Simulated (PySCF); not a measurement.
C₃H₉FGe.
InChI=1S/C3H9FGe/c1-3(2,4)5/h1-2,5H3

Level: B3LYP/def2-SVPD in PySCF, non-relativistic, on one gas-phase PBE0-D3(BJ)/def2-SVP geometry that isn't relaxed in the solvent. The solvent is an IEF-PCM continuum (cavity from Bondi-type radii × 1.2), and excitations are vertical TDDFT with non-equilibrium linear response and a frozen core. Only the electrostatic response of the medium enters. Spin–orbit coupling is left out although an atom past zinc is present.

```csv
run,E − E(gas) (kJ/mol),HOMO (eV),HOMO–LUMO gap (eV),dipole (D),lowest singlet (eV),static polarisability (au)
gas,0.00,-7.78,7.79,1.81,6.92,72.2
P,-4.81,-7.71,7.82,2.07,6.94,82.4
Q,-10.87,-7.67,7.85,2.48,6.97,98.7
```

**Question.** The runs were made in benzene and water. Which run belongs to which solvent?

**Answer.** P = benzene, Q = water. The dielectric constants are 2.271 (benzene), 78.36 (water), and the energy falls further as ε rises. The optical constants n² used for the excitations are 2.25, 1.78 in the same order. In this model the ground state sees the solvent through ε alone.

**Question.** How constant is the ratio of the lowering to (ε − 1)/(2ε + 1)?

**Answer.** 
| solvent | (ε − 1)/(2ε + 1) | E − E(gas) (kJ/mol) | ratio (kJ/mol) | polarisation term (kJ/mol) |
| --- | --- | --- | --- | --- |
| benzene | 0.229 | -4.81 | -21.0 | -5.15 |
| water | 0.490 | -10.87 | -22.2 | -12.88 |

The ratio changes by +5.6 % in size from benzene to water. The polarisation term is half the interaction of the solute with the induced surface charges.

On one thread, Intel Xeon Platinum 8488C (x86_64), no GPU, shared host, this took 22 s wall and 0.90 GiB of memory at its peak. This is the whole response run at B3LYP/def2-SVPD in water, SCF included.
